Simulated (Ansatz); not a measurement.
Basis sets compared for (H3Ge)2NH (Ge2NH7). Charge 0, multiplicity 1. Geometry PBE0-D4/def2-SVP. Ansatz on 4 threads of Intel Xeon on a shared host; times are rough, and most runs start from earlier orbitals.

Cartesian coordinates in Å:
```
Ge -0.9676 -0.8006 1.0603
H -1.1771 -2.3189 1.2232
H -0.1158 -0.2360 2.2101
H -2.3505 -0.1051 1.0679
N -0.0220 -0.5118 -0.4856
Ge 1.0201 0.9484 -0.8719
H 2.0492 0.5363 -1.9431
H 1.7193 1.3517 0.4379
H 0.2077 2.1553 -1.4019
H -0.3632 -1.0194 -1.2969
```

Binding counts from free atoms (Ge triplet, H doublet, N quartet) in the same basis, without a counterpoise term.

```tsv
level	functions	energy (Eh)	HOMO (eV)	LUMO (eV)	binding per atom (eV)	wall time
PBE-D4/def2-SVP	113	-4211.6844	-5.54	-0.49	2.84	1.5 s
PBE-D4/def2-TZVP	169	-4212.2783	-5.68	-0.79	2.84	2.3 s
r2SCAN-D4/def2-TZVP	169	-4212.9367	-5.98	-0.43	2.86	3.8 s
PBE0-D4/def2-SVP	113	-4211.8085	-6.93	0.37	2.82	2.9 s
PBE0-D4/def2-TZVP	169	-4212.3987	-7.03	0.05	2.82	3.8 s
```

**Question.** Estimate the rows for PBE-D4/def2-TZVPD, r2SCAN-D4/def2-TZVPD, PBE0-D4/def2-TZVPD.

**Answer.** 
| level | functions | energy (Eh) | HOMO (eV) | LUMO (eV) | binding per atom (eV) | wall time |
| --- | --- | --- | --- | --- | --- | --- |
| PBE-D4/def2-TZVPD | 208 | -4212.2801 | -5.73 | -1.01 | 2.85 | 3.3 s |
| r2SCAN-D4/def2-TZVPD | 208 | -4212.9382 | -6.00 | -0.59 | 2.86 | 5.5 s |
| PBE0-D4/def2-TZVPD | 208 | -4212.4004 | -7.06 | -0.25 | 2.83 | 5.5 s |
